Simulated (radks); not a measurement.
Results of a calculation; reference values are marked as such.
The mean radii <r> (bohr) of the occupied orbitals of an atom or ion are listed with their occupations. Level of theory: scalar-relativistic Kohn-Sham, PBEsol, spin-polarised, spherical densities, point nucleus (a radial shooting solver on a logarithmic mesh with Libxc functionals).

| orbital | occ. | <r> |
|---|---|---|
| 1s up | 1 | 0.05850 |
| 1s down | 1 | 0.05849 |
| 2s up | 1 | 0.2674 |
| 2s down | 1 | 0.2669 |
| 2p up | 3 | 0.2359 |
| 2p down | 3 | 0.2354 |
| 3s up | 1 | 0.8108 |
| 3s down | 1 | 0.8129 |
| 3p up | 3 | 0.8573 |
| 3p down | 3 | 0.8607 |
| 3d up | 5 | 1.114 |
| 4s up | 1 | 2.835 |
| 3d down | 1 | 1.161 |
| 4p up | 1 | 3.887 |

Name the element and its charge. Open shells, if any, are filled with parallel spins first.

Answer. Z = 26, iron, charge 0: Fe in [Ar] 3d6 4s1 4p1. The 1s radius gives Z: for a bare nucleus <r> = (2 gamma + 1)/(2Z) with gamma = sqrt(1 - (Z/c)^2), 0.05699 bohr for Z = 26, and screening makes it slightly larger (0.05850 here). The occupations add up to 26, and the charge is Z minus that.
